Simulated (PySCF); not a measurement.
Level of theory: ωB97X-D3(BJ)/def2-TZVP // PBE0-D3(BJ)/def2-SVP run with PySCF. Isolated molecules, 0 K electronic values unless said otherwise. One relaxed conformer stands for a flexible species; it need not be the lowest. Delta-SCF ions had no search for a lower state. Excitations are Tamm–Dancoff values on a coarser integration grid. The basis has no diffuse functions, so Rydberg states are missing or too high.

Reference species (SMILES): `[OH][Ge]([OH])([OH])[OH]` (neutral, multiplicity 1).

```json
{
  "brightest of the four lowest singlets (TDA)": "8.41 eV",
  "vertical ionisation energy (Delta-SCF)": "12.00 eV",
  "HOMO–LUMO gap": "13.56 eV"
}
```

After one change: the brightest of the four lowest singlets (TDA) drops by 0.06 eV; the vertical ionisation energy (Delta-SCF) falls by 1.21 eV; the HOMO–LUMO gap falls by 0.85 eV.

### Question
Name the change that produced these shifts. The new species is one of these.
A) `C[O][Ge]([OH])([OH])[O]C`
B) `C[O][Ge]([OH])([O]C)[O]C`
C) `C[O][Ge]([OH])([OH])[OH]`

### Answer
C, `C[O][Ge]([OH])([OH])[OH]`
